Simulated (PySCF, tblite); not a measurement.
Isomers of C4H8GeO. All values are computed: GFN2-xTB (tblite) harmonic vibrations without scaling, gas phase. The method is semi-empirical: single wavenumbers can be off by several per cent or more. Modes of hydrogen on germanium can be 10 to 20 % off. One conformer each.

Electronic energies: PBE0-D3(BJ)/def2-SVP at its own geometries (PySCF, gas phase).

```
                         SMILES  electronic energy, lowest = 0 (kJ/mol)
           C=C1C[C@H]1[O][GeH3]                                    36.5
           [GeH3][O][C@H]1C=CC1                                     0.0
[GeH3][O][C@H]1[C@@H]2C[C@@H]21                                    44.6
```

Question: How do GFN2-xTB zero-point energies change the relative energies?

Answer: 
```tsv
SMILES	ZPE (kJ/mol)	of it from modes above 1550 cm⁻¹	electronic (kJ/mol)	with ZPE, lowest = 0 (kJ/mol)	lowest mode (cm⁻¹)	rings
[GeH3][O][C@H]1C=CC1	264.2	136.0	0.0	0.0	45	1
C=C1C[C@H]1[O][GeH3]	261.3	138.5	36.5	33.7	57	1
[GeH3][O][C@H]1[C@@H]2C[C@@H]21	264.0	127.6	44.6	44.4	48	2
```

The zero-point energies span 2.9 kJ/mol, from `C=C1C[C@H]1[O][GeH3]` to `[GeH3][O][C@H]1C=CC1`. The order is unchanged.

Question: And how do the electronic energies of GFN2-xTB itself compare?

Answer: `[GeH3][O][C@H]1C=CC1` 0.0; `C=C1C[C@H]1[O][GeH3]` 19.8; `[GeH3][O][C@H]1[C@@H]2C[C@@H]21` 39.6 kJ/mol, lowest = 0. Against the energies above, taken from the same isomer `[GeH3][O][C@H]1C=CC1`, the largest difference is 16.7 kJ/mol. The two levels were optimised apart and needn't hold the same conformer.

Question: What do entropy and thermal enthalpy add at 298.15 K and 1 bar (rigid rotor, harmonic oscillator, one conformer each)?

Answer: 
```csv
SMILES,point group,symmetry number,S (J/(mol K)),H − H(0) (kJ/mol),ZPE + H − H(0) − TS (kJ/mol)
[GeH3][O][C@H]1C=CC1,C1,1,367.4,22.39,177.0
C=C1C[C@H]1[O][GeH3],C1,1,370.7,23.26,174.1
[GeH3][O][C@H]1[C@@H]2C[C@@H]21,C1,1,362.6,21.93,177.8
```
